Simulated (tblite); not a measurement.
Species: C6H13NOSi.
SMILES with atom numbers: `[H]/[N:4]=[CH:3]/[C@:2]([CH3:1])([CH:5]=[O:6])[CH2:7][CH2:8][SiH3:9]` (hydrogens: H10, H11, H12 on C1; H13 on C3; H14 on N4; H15 on C5; H16, H17 on C7; H18, H19 on C8; H20, H21, H22 on Si9)

Computed with GFN2-xTB (tblite), gas phase: L-BFGS steps from a force-field or distance-geometry start until the largest atomic force falls under 0.01 eV/Å.

Geometry at step 1:
```
atom  x, y, z in Å
C1     -1.5524   -0.2340   -1.8272
C2     -1.0003   -0.1621   -0.3838
C3     -1.5723    1.1109    0.2538
N4     -1.0385    2.2122    0.1484
C5     -1.4839   -1.4267    0.3387
O6     -2.2654   -1.4658    1.2079
C7      0.5502   -0.1385   -0.4168
C8      1.2029   -0.1266    0.9707
Si9     3.0986   -0.0099    0.9554
H10    -1.1952   -1.1274   -2.3372
H11    -2.6401   -0.2649   -1.8239
H12    -1.2453    0.6411   -2.3971
H13    -2.5572    0.9890    0.7701
H14    -1.5846    2.9496    0.6228
H15    -1.0298   -2.3673   -0.0717
H16     0.8774    0.7389   -0.9787
H17     0.9073   -1.0148   -0.9680
H18     0.8273    0.7121    1.5577
H19     0.9347   -1.0322    1.5200
H20     3.6393   -1.1772    0.2377
H21     3.5960   -0.0147    2.3455
H22     3.5207    1.2276    0.2747
```

Q: Give the atomic forces at this geometry.

A: 
| atom | Fx (eV/Å) | Fy (eV/Å) | Fz (eV/Å) |
| --- | --- | --- | --- |
| C1 | -0.033 | -0.028 | 0.068 |
| C2 | 0.070 | 0.320 | 0.171 |
| C3 | -1.270 | -2.334 | 0.106 |
| N4 | 0.625 | 1.987 | 0.174 |
| C5 | 1.682 | 0.379 | -1.937 |
| O6 | -1.613 | -0.079 | 1.815 |
| C7 | 0.056 | -0.041 | 0.104 |
| C8 | -0.077 | -0.025 | -0.016 |
| Si9 | 0.246 | 0.072 | -0.081 |
| H10 | 0.066 | 0.017 | 0.074 |
| H11 | -0.038 | 0.007 | 0.078 |
| H12 | 0.080 | -0.026 | 0.107 |
| H13 | 0.450 | -0.428 | -0.236 |
| H14 | 0.504 | -0.094 | -0.371 |
| H15 | 0.015 | 0.304 | -0.011 |
| H16 | -0.155 | 0.056 | 0.103 |
| H17 | -0.107 | -0.015 | 0.055 |
| H18 | -0.154 | 0.015 | -0.086 |
| H19 | -0.170 | -0.012 | -0.040 |
| H20 | -0.024 | 0.106 | 0.059 |
| H21 | -0.093 | -0.005 | -0.221 |
| H22 | -0.058 | -0.174 | 0.088 |

The largest, 2.66 eV/Å, acts on C3 (C5 within 3 % of it); the rms over all components is 0.622 eV/Å. The forces sum to zero within rounding, as they must for an isolated molecule in no field.

Q: Give the force on C3 in Eh/bohr and in nN.

A: 2.659 eV/Å ÷ 51.422 = 0.05171 Eh/bohr, and 2.659 eV/Å × 1.602 = 4.26 nN.

Q: How far is this geometry from the end of the optimisation?

A: 0.160 eV above it, and 0.077 Å rms away after alignment. The bonds farthest from their final lengths, with half the difference of the two atoms' forces along the bond (positive lengthens):

| bond | now (Å) | final (Å) | force along bond (eV/Å) |
| --- | --- | --- | --- |
| C2–C3 | 1.534 | 1.505 | -0.86 |
| C5=O6 | 1.170 | 1.198 | +2.50 |
| C3=N4 | 1.228 | 1.253 | +2.35 |
| C2–C5 | 1.535 | 1.512 | -0.77 |
| C3–H13 | 1.119 | 1.097 | -0.94 |
| N4–H14 | 1.033 | 1.018 | -0.84 |

The angle farthest from its final value is N4–C3–H13, 121.3° against 125.3°.

Of the 6 listed bonds off by 0.010 Å or more, this force points towards the final length in 6.

What follows is the cost of the whole relaxation. The run took 0.53 s of wall time on one thread, Arm Neoverse V1 (aarch64), no GPU, on a shared host.
